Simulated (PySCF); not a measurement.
NbOBr, SMILES [O]=[Nb][Br] (connectivity only; charge and spin as stated), neutral, multiplicity 3. Coordinates come from a B3LYP-D3(BJ)/def2-TZVP optimisation. The multiplicity is an assumed one; other spin states were not compared. The def2 effective core potentials stand for the cores of Nb; spin–orbit coupling is left out.

These are PySCF with B3LYP-D3(BJ)/def2-TZVP values and carry that method's errors.

Harmonic wavenumbers (cm⁻¹): 146, 279, 1016. Rotational constants (GHz): 18.20, 1.564, 1.441; symmetry number 1.

Problem. Work out the zero-point energy and the ideal-gas rigid-rotor harmonic-oscillator thermochemistry at 298.15 K and 1 atm.

Solution. ZPE = ½ Σ hcν = ½ × 1440 cm⁻¹ = 2.06 kcal/mol. H − E(el) = 5.14 kcal/mol. Entropy in cal/(mol K): translation 41.61, rotation 26.46, vibration 4.36, spin 2.18, total 74.62. G − E(el) = -17.11 kcal/mol. Cp = 11.93 cal/(mol K). Modes under 150 cm⁻¹ make the vibrational entropy uncertain.
